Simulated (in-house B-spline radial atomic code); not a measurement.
How numerical settings move a run on Nd II (Nd+), [Xe] 4f4 6s1. Computed with a B-spline radial code for spherical atoms: scalar-relativistic (X2C) LDA exchange-only, spin-polarised, spherical fractional occupations, Fermi nucleus of rms radius 4.9123 fm.

Command:
```bash
python run_scf.py task.json out
```
Settings of the sound reference run:
```
Z                60
electrons        59
configuration    [Xe] 4f4 6s1
hamiltonian      x2c
method           lda,
spin_polarised   True
nucleus          fermi
rms_radius       4.9123
mass_number      142
atomic_mass      141.9077
speed_of_light   137.036
knot_spacing     0.22
spline_order     8
gauss_points     12
box_radius       35.29
max_iterations   70
damping          0.5
damped_steps     3
diis_vectors     10
tolerance        1e-08
start            Thomas-Fermi
```

Cost of the run: 0.35 s on 1 thread of Arm Neoverse V1 (shared host).

It converges in 11 iterations to -9609.632290 hartree, with 4f up at -7.4725 eV. The other runs change the listed settings, some to values that make no sense; their results aren't properties of the atom or ion. Radii are in bohr (the nuclear one in fm), a minus after a letter asks for a j subshell, and «unchanged» means within 1e-8 hartree. The run stops when the residual is below 10 × tolerance × max(1, Z/10), or a noise floor if that is larger, and the energy moves by less than 1e-8 × √|E| hartree; so very loose and very tight tolerances often act alike.

```tsv
changed settings	outcome
gauss_points = 3	not converged after 70 iterations, last residual 8.7e+00, last energy +1.12e+03 hartree from the reference
spline_order = 10	converged in 11 iterations, energy +9.58e-07 hartree from the reference, 4f up level -5.2e-07 eV
max_iterations = 12, damped_steps = 30	not converged after 12 iterations, last residual 1.1e-04, last energy +2.99e-07 hartree from the reference
spline_order = 5	converged in 11 iterations, energy +2.22e-04 hartree from the reference, 4f up level -6.1e-05 eV
gauss_points = 6	converged in 11 iterations, energy +5.19e-08 hartree from the reference
first_knot = 0.00167, max_iterations = 5, tolerance = 1e-10, start = bare nucleus	not converged after 5 iterations, last residual 4.3e-01, last energy +1.41e+01 hartree from the reference
spline_order = 7	converged in 11 iterations, energy +1.12e-06 hartree from the reference, 4f up level -1.0e-06 eV
gauss_points = 16	converged in 11 iterations, energy +5.48e-08 hartree from the reference
diis_vectors = 2	converged in 16 iterations, energy unchanged, 4f up level -2.7e-05 eV
spline_order = 6	converged in 11 iterations, energy +1.27e-05 hartree from the reference, 4f up level -3.2e-06 eV
gauss_points = 5	converged in 11 iterations, energy +5.31e-07 hartree from the reference
electrons = 67, configuration = [Xe] 4f4 6s1 8s2 8p6, max_iterations = 50	not converged after 50 iterations, last residual 2.0e-01
diis_vectors = 4	converged in 12 iterations, energy unchanged, 4f up level +1.1e-05 eV
knot_spacing = 1.4, gauss_points = 6, max_iterations = 50, tolerance = 1e-10	converged in 10 iterations, energy +5.83e+02 hartree from the reference, 4f up level -1.8e+02 eV (the program warns: 4f up reaches the box edge; 2s up reaches the box edge)
hamiltonian = dirac, method = hf, spin_polarised = False, speed_of_light = 45.01633	stopped with error: Z/c is past the critical charge
diis_vectors = 0	converged in 21 iterations, energy unchanged, 4f up level +2.0e-05 eV
```

(1) What happens with gauss_points = 4?

(2) What happens with spline_order = 4, gauss_points = 16, first_knot = 1.67e-06, max_iterations = 60, damping = 0?

(3) What happens with spline_order = 4?

(4) What happens with diis_vectors = 1?

Answers

(1) Converged in 11 iterations, energy +2.12e-06 hartree from the reference, 4f up level -2.3e-06 eV.

(2) Converged in 14 iterations, energy +6.28e-03 hartree from the reference, 4f up level -1.5e-03 eV.

(3) Converged in 11 iterations, energy +6.28e-03 hartree from the reference, 4f up level -1.5e-03 eV.

(4) Not converged after 70 iterations, last residual 2.1e+00, last energy +2.42e+02 hartree from the reference.
